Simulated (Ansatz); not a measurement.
C11H14HfO can be A, `[CH3][Hf]12345678([OH])([C@H]9[C@@H]1[C@@H]2[C@@H]3[C@H]94)[C@H]1[C@@H]5[C@@H]6[C@@H]7[C@H]18`, or B, `C[O][HfH]12345678([C@H]9[C@@H]1[C@@H]2[C@@H]3[C@H]94)[C@H]1[C@@H]5[C@@H]6[C@@H]7[C@H]18`.

Calculated with Ansatz (gas phase, PBE0-D4/def2-TZVP geometries, no zero-point term in ΔE). CCSD(T)/CBS is the MP2 limit (def2-TZVPP, def2-QZVPP) plus CCSD(T) − MP2 in def2-TZVPP, frozen cores. DFT in def2-TZVPP. B3LYP here is the variant with VWN-RPA as its local correlation; programs differ in this. def2 core potentials past Kr. For Hf outer-core shells are correlated without core-valence functions, which leaves a few kJ/mol of doubt a bond. Each species was taken in one conformer, which may not be the lowest.

A:

```xyz
27

C     0.5369    2.1861   -0.6335
Hf    0.0777   -0.0250   -0.3910
O     0.4416   -0.5882   -2.2480
C    -2.1903    1.1013   -0.1128
C    -2.2752    0.2972   -1.2687
C    -2.1836   -1.0510   -0.8702
C    -2.0325   -1.0821    0.5315
C    -2.0408    0.2513    1.0006
C     2.0340   -1.5739    0.1325
C     1.0761   -1.7455    1.1523
C     1.0189   -0.5440    1.8995
C     1.9199    0.3686    1.3234
C     2.5441   -0.2666    0.2265
H     0.3376    2.7953    0.2548
H    -0.0626    2.5998   -1.4517
H     1.5904    2.3342   -0.8956
H     1.2846   -0.8229   -2.6318
H    -2.2217    2.1791   -0.0871
H    -2.3495    0.6506   -2.2861
H    -2.1831   -1.9057   -1.5297
H    -1.9463   -1.9691    1.1410
H    -1.9497    0.5652    2.0299
H     2.2986   -2.3113   -0.6109
H     0.5155   -2.6468    1.3489
H     0.3922   -0.3622    2.7595
H     2.0956    1.3819    1.6495
H     3.2716    0.1837   -0.4327
```

B:

```xyz
27

C    -2.7652    1.3783    0.9193
O    -1.7039    0.5007    0.8192
Hf    0.0871   -0.0484    0.3200
C     0.8330    0.9556   -1.8459
C     1.9986    0.8605   -1.0484
C     1.8575    1.7454    0.0376
C     0.6113    2.3994   -0.0936
C    -0.0130    1.9222   -1.2597
C     1.3943   -2.2160   -0.0412
C     0.7665   -2.3295    1.2172
C    -0.6285   -2.3664    1.0052
C    -0.8637   -2.2666   -0.3803
C     0.3880   -2.1692   -1.0288
H    -3.6515    0.9819    0.4076
H    -2.5302    2.3576    0.4778
H    -3.0314    1.5414    1.9703
H     0.9278    0.1917    1.9438
H     0.6432    0.4218   -2.7650
H     2.8463    0.2201   -1.2397
H     2.5707    1.8980    0.8316
H     0.1978    3.1149    0.6019
H    -0.9867    2.2148   -1.6252
H     2.4589   -2.1633   -0.2139
H     1.2646   -2.3832    2.1719
H    -1.3856   -2.4124    1.7734
H    -1.8314   -2.2502   -0.8604
H     0.5455   -2.0993   -2.0948
```

Question: Which isomer does CCSD(T)/CBS put lower? Give the gap. (Estimate.)

Answer: The calculation gave: A, by 17.3 kcal/mol.

Question: Give E(B) − E(A) in kcal/mol with MP2/def2-TZVPP, B3LYP-D4, ωB97M-V, BLYP-D4, CCSD(T)/def2-SVP, B2PLYP, r2SCAN-D4. (Estimate.)

Answer: Ansatz gave: MP2/def2-TZVPP 18.7, B3LYP-D4 14.3, ωB97M-V 16.4, BLYP-D4 14.2, CCSD(T)/def2-SVP 12.0, B2PLYP 15.0, r2SCAN-D4 16.3. None reverses the order clearly.

Largest T1 diagnostic: 0.013.

Leaving LDA and LC-ωPBE aside and taking each functional with its dispersion term where it has one, the values, not all of them listed here, spread over 2.8 kcal/mol, from B97M-V to ωB97M-V. At CCSD(T), def2-SVP lies −5.3 kcal/mol from the extrapolated value and def2-TZVPP −0.8 kcal/mol.
